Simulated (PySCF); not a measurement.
Compound: C6H5F.
Structure used (PBE0-D3(BJ)/def2-SVP), in Å, numbered top down from 1:
```xyz
12
C6H5F angstrom
C      3.075    0.098    0.815
C      2.069   -0.256    0.065
C      1.058   -0.622   -0.700
C     -0.300   -0.268   -0.466
C     -1.468    0.019   -0.293
C     -2.856    0.382   -0.047
F     -3.702   -0.128   -0.997
H      3.399   -0.519    1.662
H      3.627    1.025    0.624
H      1.267   -1.246   -1.580
H     -3.171    0.007    0.943
H     -2.959    1.482   -0.038
```

Method: PBE0-D3(BJ)/def2-SVP geometry optimisation, gas phase in PySCF.

Take the most abundant isotopes and a rigid rotor. 

Q: Give the principal moments of inertia and the rotational constants in cm⁻¹.

A: Ia = 33.53, Ib = 602.84, Ic = 629.62 u·Å²; 505379 MHz·u·Å²/I gives 15071, 838.3 and 802.7 MHz, that is A = 0.50273, B = 0.02796, C = 0.02677 cm⁻¹.

Q: What kind of rotor is it?

A: A near-prolate asymmetric top; Ray's κ = -0.995.

Q: What does the inertial defect say?

A: Not planar: Δ = Ic − Ia − Ib = -6.75 u·Å². For a rigid frame Δ = −2 Σ m c², so Σ m c² = 3.37 u·Å² lies off the ab plane, practically all of it from hydrogen. The atom farthest from that plane is 0.94 Å away.

Q: Give the other two planar moments, Paa and Pbb, and the rms extents of the mass along the axes.

A: Paa = Σ m a² = (Ib + Ic − Ia)/2 = 599.46 and Pbb = Σ m b² = (Ia + Ic − Ib)/2 = 30.16 u·Å². With the mass M = 96.04 u, the rms extents √(P/M) along a, b and c are 2.50, 0.56, 0.19 Å.

Q: List the rotational levels J(Ka,Kc) to J = 2 (MHz).

A: Above 0(0,0):
J = 1: 1(0,1) 1641, 1(1,1) 15874, 1(1,0) 15910
J = 2: 2(0,2) 4923, 2(1,2) 19120, 2(1,1) 19227, 2(2,1) 61926, 2(2,0) 61926
The levels of one J sum to (2J + 1)J(J + 1)(A + B + C)/3.

Q: Which lines would a microwave search look for?

A: The dipole components are |μa| = 1.81 D, |μb| = 1.33 D, |μc| = 0.00 D; the mirror of this Cs structure is the ab plane, so μc vanishes by symmetry (the 0.01 D computed is a residue) and there are no c-type lines. Intensities carry the squares of the components, which stand as 1.00 : 0.54 (a : b). Some of the stronger lines:

| type | branch | J(Ka,Kc) | MHz | lower level (cm⁻¹) |
| --- | --- | --- | --- | --- |
| a | R | 2(1,1) ← 1(1,0) | 3318 | 0.531 |
| a | R | 3(1,3) ← 2(1,2) | 4869 | 0.638 |
| a | R | 3(0,3) ← 2(0,2) | 4923 | 0.164 |
| a | R | 4(3,1) ← 3(3,0) | 6564 | 4.607 |
| a | R | 4(2,2) ← 3(2,1) | 6565 | 2.230 |
| b | Q | 3(1,2) ← 3(0,3) | 14358 | 0.328 |
| b | R | 2(1,2) ← 1(0,1) | 17479 | 0.055 |
| b | R | 3(1,3) ← 2(0,2) | 19067 | 0.164 |
| b | Q | 2(2,0) ← 2(1,1) | 42699 | 0.641 |
| b | Q | 3(2,2) ← 3(1,3) | 42860 | 0.800 |
| b | Q | 4(2,3) ← 4(1,4) | 42931 | 1.017 |
| b | R | 2(2,1) ← 1(1,0) | 46017 | 0.531 |
| b | R | 3(2,1) ← 2(1,2) | 47729 | 0.638 |
| b | Q | 3(3,1) ← 3(2,2) | 71254 | 2.230 |
| b | R | 3(3,1) ← 2(2,0) | 76177 | 2.066 |
| b | Q | 4(4,1) ← 4(3,2) | 99756 | 4.826 |
| b | R | 4(4,1) ← 3(3,0) | 106320 | 4.607 |
| b | R | 4(4,0) ← 3(3,1) | 106320 | 4.607 |

Q: Estimate the classical rotational partition function at 50 K, 200 K and 298.15 K.

A: Point group Cs, symmetry number σ = 1; q = (√π/σ)·√((kT/h)³/(ABC)), k/h = 20836.6 MHz/K: 18700 at 50 K, 150000 at 200 K, 273000 at 298.15 K.

PBE0-D3(BJ)/def2-SVP frequencies: not computed here. Constants of a rigid frame at the computed geometry: no zero-point averaging, no centrifugal distortion.
